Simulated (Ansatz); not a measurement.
# Energy profile

The step: Si₄H₁₀ ([SiH3][SiH]([SiH3])[SiH3]) + HCl + H₂O → Si₃H₇Cl ([SiH3][SiH]([SiH3])[Cl]) + SiH₄ + H₂O; bonds formed: Si1–Cl7, Si2–H8, H6–O9; bonds broken: Si1–Si2, H6–Cl7, H8–O9 (atoms numbered as in the saddle structure below).

```tsv
atom	x (Å)	y (Å)	z (Å)
Si1	-0.6757	-0.0384	-0.3644
Si2	1.3882	0.8397	-1.4058
Si3	-1.8758	0.7051	1.5012
Si4	-0.6984	-2.2291	-1.1574
H5	-1.2285	0.8738	-1.4452
H6	1.3419	0.2547	1.7858
Cl7	0.9437	-1.5292	1.4377
H8	0.7935	0.8882	0.2991
O9	1.3346	1.2519	1.5440
H10	1.0595	0.1214	-2.6592
H11	1.3180	2.3091	-1.5981
H12	2.7239	0.4308	-0.9117
H13	-3.2467	0.1548	1.3147
H14	-1.3147	0.2655	2.7948
H15	-1.9502	2.1885	1.4306
H16	-1.5537	-2.2608	-2.3821
H17	-1.2854	-3.1242	-0.1353
H18	0.6728	-2.6412	-1.5392
H19	2.2532	1.5395	1.4904
```

Electronic energies by CCSD(T) at an estimated basis limit (MP2 extrapolated from triple and quadruple zeta, plus CCSD(T) − MP2 in triple zeta), on PBE0-D4/def2-TZVP structures; Si4H13ClO, closed shell; no counterpoise correction. Ansatz 0.2.0; basis: def2-TZVPP and def2-QZVPP; cores frozen in the correlated methods. Extrapolation: Hartree–Fock as exp(−7.88 √X), correlation as X^−2.97.

Problem. Give the profile in kcal/mol, counted from the separated reactants. (To be estimated.)

Solution. Computed:
```json
{"point": "separated: Si4H10 (linked as [SiH3][SiH]([SiH3])[SiH3]; Si1, Si2, Si3, Si4, H5, H10, H11, H12, H13, H14, H15, H16, H17, H18; singlet) + HCl (H6, Cl7; singlet) + H2O (H8, O9, H19; singlet)", "kcal/mol": "0.00"}
{"point": "start structure", "kcal/mol": "-8.25"}
{"point": "saddle", "kcal/mol": "36.20"}
{"point": "end structure", "kcal/mol": "-23.42"}
{"point": "separated: Si3H7Cl (linked as [SiH3][SiH]([SiH3])[Cl]; Si1, Si3, Si4, H5, Cl7, H13, H14, H15, H16, H17, H18; singlet) + SiH4 (Si2, H8, H10, H11, H12; singlet) + H2O (H6, O9, H19; singlet)", "kcal/mol": "-17.71"}
```

T1 diagnostic: at most 0.014.

For scale, one of the runs: CCSD(T)/def2-TZVPP, 423 basis functions, launched by `ansatz run in.yaml --threads 4 --pin off --events-out ev --progress --plain --max-ram 46080MiB --backend cuda --devices 0, --max-vram 37GiB`. Time: 33 s of wall clock on 4 CPU threads of an AMD EPYC 7R13 and a share of one NVIDIA H100; the host was shared. Peak host memory: 1.1 GiB.
